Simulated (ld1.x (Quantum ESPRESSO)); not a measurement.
# chromium (Cr), PAW: configuration errors across variants

- Element: chromium (Cr)
- Generator: ld1.x (Quantum ESPRESSO) 7.5
- Type: PAW
- Functional: PBE
- Relativity: scalar-relativistic
- Frozen core: [Ar]
- Valence charge: 6
- Reference configuration: 3d5 4s1 4p0
- Partial waves: 4s (bound): rcut 2.00, rcutus 2.50 bohr; 4s channel at 0.05 Ry: rcut 2.00, rcutus 2.50 bohr; 4p (bound, empty): rcut 2.90, rcutus 3.75 bohr; 4p channel at 3.7 Ry: rcut 2.90, rcutus 3.75 bohr; 3d (bound): rcut 1.40, rcutus 1.50 bohr; 3d channel at 0.65 Ry: rcut 1.40, rcutus 1.50 bohr
- Local potential: all-electron potential smoothed inside 1.15 bohr (lloc = -1)
- Core correction: Bessel-smoothed model core inside 1.40 bohr
- Augmentation charge: PSQ, inside the norm-conserving radii

All-electron excitation energies from the reference (eV): (1) 3d5 4s0 4p0 6.901; (2) 3d4 4s0 4p0 22.953; (3) 3d3 4s0 4p0 53.702; (4) 3d6 4s0 4p0 1.732; (5) 3d5 4s0.5 4p0 2.707; (6) 3d5 4s0 4p1 3.121.

The overlap operator is not positive definite (basis up to 400 Ry) in “waves 4s (bound): rcut 2.00, rcutus 2.94 bohr; 4s channel at 0.05 Ry: rcut 2.00, rcutus 2.94 bohr”, “waves 4s (bound): rcut 2.00, rcutus 3.16 bohr; 4s channel at 0.05 Ry: rcut 2.00, rcutus 3.16 bohr”, “waves 4s (bound): rcut 2.00, rcutus 3.40 bohr; 4s channel at 0.05 Ry: rcut 2.00, rcutus 3.40 bohr”, “waves 4s (bound): rcut 2.00, rcutus 3.78 bohr; 4s channel at 0.05 Ry: rcut 2.00, rcutus 3.78 bohr”. Such files are unfit for use, however small their errors in these radial tests.

Tests that are not counted but printed errors over 1 eV. “base”: 3d4 4s1 4p1 (solver errors, printed error -2.4 eV). “waves 4s (bound): rcut 2.00, rcutus 2.94 bohr; 4s channel at 0.05 Ry: rcut 2.00, rcutus 2.94 bohr”: 3d4 4s1 4p1 (solver errors, printed error -2.4 eV). “waves 4s (bound): rcut 2.00, rcutus 3.16 bohr; 4s channel at 0.05 Ry: rcut 2.00, rcutus 3.16 bohr”: 3d4 4s1 4p1 (solver errors, printed error -2.4 eV). “waves 4s (bound): rcut 2.00, rcutus 3.40 bohr; 4s channel at 0.05 Ry: rcut 2.00, rcutus 3.40 bohr”: 3d4 4s1 4p1 (solver errors, printed error -2.4 eV). “waves 4s (bound): rcut 2.00, rcutus 3.78 bohr; 4s channel at 0.05 Ry: rcut 2.00, rcutus 3.78 bohr”: 3d4 4s1 4p1 (solver errors, printed error -2.4 eV).

4 further variants failed, have other tests or too few solved ones, and are left out.

A true bound ghost makes a file unfit for plane-wave use even where its test errors are small: the radial tests pick states by their node count and pass the ghost by. Where a test does run into it, the solver fails or the error is huge.

Errors AE − PS in meV (a dash: test not solved or not reliable):

```csv
change,(1),(2),(3),(4),(5),(6),bound ghosts
base,-7.1,-99,-897,-26,-2.0,-2.4,"s, p"
"waves 4s (bound): rcut 2.00, rcutus 2.94 bohr; 4s channel at 0.05 Ry: rcut 2.00, rcutus 2.94 bohr",-7.1,-99,-897,-26,-2.0,-2.5,"p (s not tested, overlap not positive)"
"waves 4s (bound): rcut 2.00, rcutus 3.16 bohr; 4s channel at 0.05 Ry: rcut 2.00, rcutus 3.16 bohr",-7.1,-99,-897,-26,-2.0,-2.5,"p (s not tested, overlap not positive)"
"waves 4s (bound): rcut 2.00, rcutus 3.40 bohr; 4s channel at 0.05 Ry: rcut 2.00, rcutus 3.40 bohr",-7.1,-99,-897,-26,-2.0,-2.5,"p (s not tested, overlap not positive)"
"waves 4s (bound): rcut 2.00, rcutus 3.78 bohr; 4s channel at 0.05 Ry: rcut 2.00, rcutus 3.78 bohr",-7.0,-99,-897,-26,-2.1,-2.5,"p (s not tested, overlap not positive)"
```

Problem. Give the same row for: waves 4s (bound): rcut 2.00, rcutus 2.68 bohr; 4s channel at 0.05 Ry: rcut 2.00, rcutus 2.68 bohr.

Solution. -7.1, -99, -897, -26, -2.0, -2.5; bound ghosts: s, p. Not counted: 3d4 4s1 4p1 (solver errors, printed error -2.4 eV).
